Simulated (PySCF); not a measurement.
Zn⁺: excitation energy

Zn⁺ [Ar] 3d10 4s1 (2S) → Zn⁺ [Ar] 3d9 4s1 5s1 (4D), as a difference of total energies. Calculation: PySCF 2.14, in aug-cc-pVTZ-PP with ECP10MDF; a scalar-relativistic core potential. Correlated levels: valence: 3s2 3p6 frozen. The calculations carry no spin-orbit coupling.

```
           method  excitation energy (eV)
              UHF                  17.762
    MP2 (valence)                  20.758
SCS-MP2 (valence)                  20.493
   CCSD (valence)                  19.999
CCSD(T) (valence)                  20.158
```

Task: How much does correlation contribute at CCSD(T) (valence)?

Result: 20.158 − (17.762) = 2.396 eV, measured against UHF.

The upper state lies above the first ionisation limit, but in LS coupling its spin forbids autoionisation to the ground ion. A Rydberg-like electron needs more diffuse functions than a valence basis has.

The promoted electron is Rydberg-like, and one or two diffuse shells describe it only roughly, which tends to raise the upper state.
